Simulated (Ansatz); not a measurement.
Series [MoO3X]-: PBE-D4/def2-TZVPD single points in Ansatz on relaxed structures, gas phase. Core potentials for Mo, no spin–orbit coupling. Names give formal oxidation states. The structures are stationary points that may keep the symmetry of their start. Remarks come from the PBE and PBE0 runs and from stability tests at other levels; not every state was tested. HOMO above LUMO (over both spins in singlets and doublets, within one spin in higher multiplets; at PBE or PBE0), or a gap under 0.15 eV within one spin, warns that the state may not be the lowest or that an electron is smeared out.

```json
{"species": "[MoO3Br]- (MoBrO3⁻)", "atoms": "5", "state": "singlet", "geometry": "r2SCAN-D4/def2-SVPD", "HOMO (eV)": "-2.20", "vertical IE (eV)": "5.25", "point group (within 0.1 Å)": "C3v", "remarks": "gap within one spin near zero at PBE or PBE0 (neutral doublet)"}
{"species": "[MoO3F]- (MoO3F⁻)", "atoms": "5", "state": "singlet", "geometry": "r2SCAN-D4/def2-SVPD", "HOMO (eV)": "-1.82", "vertical IE (eV)": "5.11", "point group (within 0.1 Å)": "C3v", "remarks": "–"}
{"species": "[MoO3Cl]- (MoClO3⁻)", "atoms": "5", "state": "singlet", "geometry": "r2SCAN-D4/def2-SVPD", "HOMO (eV)": "-2.12", "vertical IE (eV)": "5.29", "point group (within 0.1 Å)": "C3v", "remarks": "gap within one spin near zero at PBE or PBE0 (neutral doublet)"}
{"species": "[MoO3(NH2)]- (MoNO3H2⁻)", "atoms": "7", "state": "singlet", "geometry": "r2SCAN-D4/def2-SVPD", "HOMO (eV)": "-1.47", "vertical IE (eV)": "4.46", "point group (within 0.1 Å)": "–", "remarks": "gap within one spin near zero at PBE or PBE0 (neutral doublet)"}
```

Q: Estimate the rows for [MoO3(OH)]- (MoO4H⁻) (singlet, PBE0-D4/def2-SVPD geometry).

A: 
```csv
species,atoms,state,geometry,HOMO (eV),vertical IE (eV),point group (within 0.1 Å)
[MoO3(OH)]- (MoO4H⁻),6,singlet,PBE0-D4/def2-SVPD,-1.59,4.82,Cs
```

The vertical IE (eV) runs from 4.46 ([MoO3(NH2)]-) to 5.29 ([MoO3Cl]-).
